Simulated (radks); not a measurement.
Problem. All-electron atom: the rubidium ion Rb+ in [Kr] (the NIST ground configuration). Calculated with a radial shooting solver on a logarithmic mesh with Libxc functionals: scalar-relativistic Kohn-Sham, r2SCAN, spin-polarised, spherical densities, finite nucleus; meta-GGA in the generalised Kohn-Sham scheme; Fermi nuclear charge, rms radius 4.2036 fm. Some entries of the table are withheld. Estimate them.

orbital  occ.  eigenvalue (eV)  <1/r> (bohr^-1)  <r^2> (bohr^2)
1s          2        -15076.66            37.87        0.002189
2s          2        -2029.207              (1)             (2)
2p          6        -1797.250              (3)         0.02943
3s          2        -310.6522            2.815          0.2979
3p          6              (4)              (5)          0.3135
3d         10        -111.4195            2.388          0.3380
4s          2         -38.7081           0.9139             (6)
4p          6         -22.1667           0.7719           3.373

Solution. 
(1) 2s <1/r> (bohr^-1): 8.449
(2) 2s <r^2> (bohr^2): 0.03723
(3) 2p <1/r> (bohr^-1): 8.240
(4) 3p eigenvalue (eV): -235.3912
(5) 3p <1/r> (bohr^-1): 2.656
(6) 4s <r^2> (bohr^2): 2.431
